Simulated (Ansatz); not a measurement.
The same path of ClH3O2Si (7 atoms, charge 0, multiplicity 1) was run twice with different band settings. Lost on the way: Si1–H2, Si1–Cl3. Made: H2–Cl3.

These are results of RKS B3LYP-D4/def2-SVP in Ansatz, not measurements.

Relaxed end points:

```xyz
7
Properties=species:S:1:pos:R:3
Si -0.104 0.028 0.409
H -0.025 0.253 1.862
Cl 1.833 -0.245 -0.314
O -0.812 1.368 -0.228
H -1.062 1.341 -1.161
O -0.979 -1.307 -0.023
H -0.501 -2.133 -0.162
```

```xyz
7
Properties=species:S:1:pos:R:3
Si -0.431 0.136 -0.047
H 1.839 0.040 1.137
Cl 2.955 -0.302 1.721
O -1.336 1.407 -0.609
H -2.178 1.210 -1.050
O -1.407 -1.150 -0.495
H -1.091 -2.037 -0.274
```

Common settings: movable images 7; climbing image yes; spring 5.0 eV/Å²; optimiser quadratic models (default); start path through a guess of the saddle point; iteration limit 60; end points relaxed.

| run | force threshold |
| --- | --- |
| 1 | 0.03 eV/Å |
| 2 | 0.2 eV/Å |

(1) What does each run give, and how far can it be trusted?

Answers

(1) Run 1: converged after 22 iterations, highest image 2.832 eV above the first end. Neighbouring images differ by up to 1.4 eV, so the band resolves the path poorly. A vibrational analysis at the climbing image gives one clearly imaginary mode, 880i cm⁻¹: a first-order saddle point.
Run 2: converged after 14 iterations, highest image 2.842 eV above the first end. The threshold of 0.2 eV/Å is loose, so the images may lie well off the minimum-energy path. Neighbouring images differ by up to 1.4 eV, so the band resolves the path poorly. The order of the stationary point at the top wasn't checked.
The orbitals stay closed-shell, which can raise the energy where a bond breaks towards radicals; this wasn't checked here.
